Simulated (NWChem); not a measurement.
System: SiNH$_{3}$F$_{2}$; SMILES N[SiH](F)F

The following NWChem deck was run.

```
start job
memory heap 200 mb stack 900 mb global 1100 mb
geometry units angstroms noautoz
  Si     0.314636     0.072964     0.004897
  N     -0.096145    -1.565979    -0.099814
  F     -0.095354     0.806740    -1.372093
  F     -0.507255     0.891478     1.132283
  H      1.753904     0.227615     0.288604
  H     -1.007025    -1.891006    -0.401158
  H      0.420167    -2.273495     0.407514
end
basis spherical
  * library def2-svp
end
dft
  xc optx lyp
  iterations 150
  mulliken
end
task dft energy
```

NWChem printed, in part:

```
             Northwest Computational Chemistry Package (NWChem) 7.3.0
             --------------------------------------------------------

 C1  symmetry detected

                             Geometry "geometry" -> ""
                             -------------------------

 Output coordinates in angstroms (scale by  1.889725989 to convert to a.u.)

  No.       Tag          Charge          X              Y              Z
 ---- ---------------- ---------- -------------- -------------- --------------
    1 Si                  14.0000     0.01455417    -0.01135250     0.33519868
    2 N                    7.0000     0.24296518     1.56606900    -0.23524799
    3 F                    9.0000    -1.40374684    -0.56361669    -0.19963491
    4 F                    9.0000     1.08151338    -1.08402593    -0.23702413
    5 H                    1.0000     0.08275409    -0.04279775     1.80837855
    6 H                    1.0000     0.11939325     1.82781669    -1.20600607
    7 H                    1.0000     0.79343915     2.24021654     0.28151324

 Effective nuclear repulsion energy (a.u.)     184.6116379912

                                 NWChem DFT Module
                                 -----------------

 Summary of "ao basis" -> "ao basis" (spherical)
 ------------------------------------------------------------------------------
       Tag                 Description            Shells   Functions and Types
 ---------------- ------------------------------  ------  ---------------------
 Si                         def2-svp                 8       18   4s3p1d
 N                          def2-svp                 6       14   3s2p1d
 F                          def2-svp                 6       14   3s2p1d
 H                          def2-svp                 3        5   2s1p

            General Information
            -------------------
          SCF calculation type: DFT
          Wavefunction type:  closed shell.
          No. of atoms     :     7
          No. of electrons :    42
           Alpha electrons :    21
            Beta electrons :    21
          Charge           :     0
          Spin multiplicity:     1
          Use of symmetry is: off; symmetry adaption is: off
          Maximum number of iterations: 150
          AO basis - number of functions:    75
                     number of shells:    35
          Convergence on energy requested:  1.00D-06
          Convergence on density requested:  1.00D-05
          Convergence on gradient requested:  5.00D-04

              XC Information
              --------------
                        Slater Exchange Functional  1.052 local
                      OPTX     Exchange Functional  1.432 non-local
              Lee-Yang-Parr Correlation Functional  1.000

             Grid Information
             ----------------
          Grid used for XC integration:  medium
          Radial quadrature: Mura-Knowles
          Angular quadrature: Lebedev.
          Tag              B.-S. Rad. Rad. Pts. Rad. Cut. Ang. Pts.
          ---              ---------- --------- --------- ---------
          Si                  1.10       88           8.0       590
          N                   0.65       49           8.0       434
          F                   0.50       49          10.0       434
          H                   0.35       45          10.0       434
          Grid pruning is: on
          Number of quadrature shells:   370
          Spatial weights used:  Erf1

      Superposition of Atomic Density Guess
      -------------------------------------

 Sum of atomic energies:        -543.06558568

      Non-variational initial energy
      ------------------------------

 Total energy =    -544.130576
 1-e energy   =   -1120.869468
 2-e energy   =     392.127254
 HOMO         =      -0.372254
 LUMO         =       0.077307

     ---------------------------------------------
      Total Density - Mulliken Population Analysis
     ---------------------------------------------

    Atom       Charge   Shell Charges
 -----------   ------   -------------------------------------------------------
    1 Si  14    12.52   2.00  1.99  0.81  0.15  5.93  0.83  0.48  0.33
    2 N    7     7.75   1.99  1.02  0.44  2.60  1.70  0.00
    3 F    9     9.57   1.99  1.14  0.78  3.51  2.14  0.00
    4 F    9     9.58   1.99  1.15  0.78  3.52  2.14  0.00
    5 H    1     1.10   0.69  0.40  0.01
    6 H    1     0.75   0.58  0.12  0.04
    7 H    1     0.74   0.58  0.11  0.05

   convergence    iter        energy       DeltaE   RMS-Dens  Diis-err
 ---------------- ----- ----------------- --------- --------- ---------
 d= 0,ls=0.0,diis     1   -545.4238983082 -7.30D+02  2.12D-02  7.62D-01
 d= 0,ls=0.0,diis     2   -545.3247994632  9.91D-02  1.16D-02  2.11D+00
 d= 0,ls=0.0,diis     3   -545.5124087949 -1.88D-01  1.53D-03  2.38D-02
 d= 0,ls=0.0,diis     4   -545.5134218337 -1.01D-03  8.58D-04  8.55D-03
 d= 0,ls=0.0,diis     5   -545.5142266044 -8.05D-04  2.53D-04  9.67D-04
  Resetting Diis
 d= 0,ls=0.0,diis     6   -545.5143362963 -1.10D-04  3.61D-05  6.15D-06
 d= 0,ls=0.0,diis     7   -545.5143370164 -7.20D-07  2.07D-05  1.13D-06
 d= 0,ls=0.0,diis     8   -545.5143367960  2.20D-07  1.34D-05  3.80D-06
 d= 0,ls=0.0,diis     9   -545.5143371165 -3.21D-07  1.41D-06  1.62D-08

         Total DFT energy =     -545.514337116510
      One electron energy =    -1123.971033724404
           Coulomb energy =      443.804041301642
    Exchange-Corr. energy =      -49.958982684953
 Nuclear repulsion energy =      184.611637991205

 Numeric. integr. density =       42.000004686580

                       DFT Final Molecular Orbital Analysis
                       ------------------------------------

 Vector   19  Occ=2.000000D+00  E=-3.323211D-01
              MO Center= -1.3D-01, -7.5D-01, -1.8D-01, r^2= 2.2D+00
   Bfn.  Coefficient  Atom+Function         Bfn.  Coefficient  Atom+Function
  ----- ------------  ---------------      ----- ------------  ---------------
    50      0.431051  4 F  px                36      0.315295  3 F  px
    37     -0.300166  3 F  py                53     -0.288275  4 F  px
    39     -0.208973  3 F  px                40      0.205085  3 F  py
    38     -0.181367  3 F  pz                52      0.149615  4 F  pz
    51      0.126278  4 F  py                41      0.125601  3 F  pz

 Vector   20  Occ=2.000000D+00  E=-3.085946D-01
              MO Center=  7.7D-02, -1.8D-01,  7.0D-01, r^2= 2.6D+00
   Bfn.  Coefficient  Atom+Function         Bfn.  Coefficient  Atom+Function
  ----- ------------  ---------------      ----- ------------  ---------------
    61      0.354907  5 H  s                 52      0.329232  4 F  pz
    62      0.275613  5 H  s                 38      0.272422  3 F  pz
    55     -0.221967  4 F  pz                10      0.185947  1 Si pz
    41     -0.182847  3 F  pz                21     -0.162162  2 N  s
    23     -0.157148  2 N  py                 3      0.107139  1 Si s

 Vector   21  Occ=2.000000D+00  E=-2.355974D-01
              MO Center=  2.0D-01,  1.4D+00, -1.9D-01, r^2= 1.4D+00
   Bfn.  Coefficient  Atom+Function         Bfn.  Coefficient  Atom+Function
  ----- ------------  ---------------      ----- ------------  ---------------
    22      0.492721  2 N  px                25     -0.400232  2 N  px
    23     -0.196928  2 N  py                26      0.171138  2 N  py
    24     -0.169587  2 N  pz                51     -0.153731  4 F  py
    27      0.136210  2 N  pz                37      0.107871  3 F  py
    54      0.107527  4 F  py                11     -0.098841  1 Si px

 Vector   22  Occ=0.000000D+00  E= 1.326698D-02
              MO Center=  5.0D-01,  1.8D+00, -4.0D-01, r^2= 4.0D+00
   Bfn.  Coefficient  Atom+Function         Bfn.  Coefficient  Atom+Function
  ----- ------------  ---------------      ----- ------------  ---------------
    21      1.447797  2 N  s                 72     -0.909905  7 H  s
    67     -0.850265  6 H  s                  4     -0.574325  1 Si s
    20      0.240455  2 N  s                 62      0.237346  5 H  s
    26      0.169393  2 N  py                12     -0.159892  1 Si py
    25      0.151073  2 N  px                19      0.137468  2 N  s

 Vector   23  Occ=0.000000D+00  E= 4.654812D-02
              MO Center= -9.7D-02,  3.1D-02,  2.7D-01, r^2= 3.4D+00
   Bfn.  Coefficient  Atom+Function         Bfn.  Coefficient  Atom+Function
  ----- ------------  ---------------      ----- ------------  ---------------
    11      0.776364  1 Si px                12      0.517946  1 Si py
    35      0.503196  3 F  s                 72     -0.347194  7 H  s
     4     -0.341720  1 Si s                 67      0.342064  6 H  s
    13      0.320383  1 Si pz                 8      0.235055  1 Si px
    71     -0.167070  7 H  s                 21     -0.164079  2 N  s

 Vector   24  Occ=0.000000D+00  E= 6.403465D-02
              MO Center=  2.4D-01, -7.2D-02,  3.7D-01, r^2= 3.5D+00
   Bfn.  Coefficient  Atom+Function         Bfn.  Coefficient  Atom+Function
  ----- ------------  ---------------      ----- ------------  ---------------
    11      0.700861  1 Si px                12     -0.679775  1 Si py
     4      0.595656  1 Si s                 49     -0.551300  4 F  s
    21      0.347029  2 N  s                 67     -0.345787  6 H  s
    25     -0.261344  2 N  px                62     -0.259879  5 H  s
     8      0.195255  1 Si px                 9     -0.177914  1 Si py

     ---------------------------------------------
      Total Density - Mulliken Population Analysis
     ---------------------------------------------

[...]
```

Level: OLYP/def2-SVP. Coordinates come from a PBE0/def2-SVP optimisation.
